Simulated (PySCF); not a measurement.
H5NbO4S, SMILES [OH][Nb]([OH])([OH])([OH])[SH], multiplicity 1.

Geometry: PBE0-D3(BJ)/def2-SVP. The multiplicity is an assumed one; other spin states were not compared. The def2 effective core potentials stand for the cores of Nb; spin–orbit coupling is left out. One conformer was computed; it need not be the lowest.

Calculation: TDA-PBE/def2-SVPD (PySCF).

Vertical excitations. Gas-phase values at a fixed geometry.

```
state  energy (eV)  λ (nm)      f                            main pairs
-----  -----------  ------  -----  ------------------------------------
S1            3.40     365  0.002                        HOMO→LUMO 99 %
S2            3.57     348  0.002                      HOMO→LUMO+1 99 %
S3            4.26     291  0.008                      HOMO−1→LUMO 96 %
S4            4.33     286  0.000                    HOMO−1→LUMO+1 99 %
S5            4.45     279  0.002                      HOMO→LUMO+2 99 %
S6            4.92     252  0.012  HOMO→LUMO+3 67 %, HOMO−1→LUMO+2 29 %
S7            4.94     251  0.010                      HOMO→LUMO+4 98 %
S8            5.16     240  0.000                      HOMO−2→LUMO 98 %
S9            5.33     233  0.001  HOMO−3→LUMO 69 %, HOMO−2→LUMO+1 22 %
S10           5.40     230  0.004  HOMO−2→LUMO+1 71 %, HOMO−3→LUMO 20 %
T1            3.32     373      0                       HOMO→LUMO 100 %
T2            3.49     355      0                     HOMO→LUMO+1 100 %
T3            3.98     312      0                      HOMO−1→LUMO 99 %
T4            4.19     296      0                      HOMO→LUMO+2 99 %
```
Triplets are in the Tamm–Dancoff approximation.
